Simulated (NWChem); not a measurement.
C$_{2}$H$_{6}$OSi; SMILES C=C[SiH2]O

```xyz
10

Si    -0.5355     0.7033    -0.0359
O      1.0444     1.2945    -0.0537
C     -0.5348    -1.1721     0.0393
C      0.6024    -1.8891    -0.0645
H     -1.1588     1.2022    -1.3063
H     -1.3266     1.2400     1.1338
H      1.5345     1.1547     0.7751
H     -1.4914    -1.7120     0.1770
H      1.5773    -1.3900    -0.2074
H      0.6170    -2.9919    -0.0176
```
Atoms are numbered in this order, from 1.

Results from NWChem. STO-3G and 3-21G are far too small for this property and stand as cheap habits. The geometry was optimised at PBE-D3(BJ)/def2-SVP. Field at 589 nm.

For level B3LYP/def2-SVP:

- isotropic polarisability (bohr³): 49.3
- anisotropy (bohr³): 25.9

### Question
Estimate the same quantities for level B3LYP/STO-3G.

### Answer
* **isotropic polarisability (bohr³)**: 25.7
* **anisotropy (bohr³)**: 17.0
